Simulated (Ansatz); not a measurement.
Species: H2BBrS2, SMILES `SB(S)Br` (H–S–B–Br torsion 0°, Br–B–S–H torsion -180°) (charge 0, multiplicity 1).

Question: Give a relaxed geometry from PBE0-D3(BJ)/def2-TZVP in Ansatz (a first-principles code).

Answer: Several could match; the one computed here: the end point of this relaxation, one of several conformers (outside a Z-matrix the atoms follow the SMILES, hydrogens last).
Z-matrix (Å, degrees):
```
B
S 1 1.7907
H 2 1.3451 1 97.08
S 1 1.7916 2 121.64 3 0.02
H 4 1.3425 1 96.96 2 -179.98
Br 1 1.9195 2 116.36 3 -179.98
```
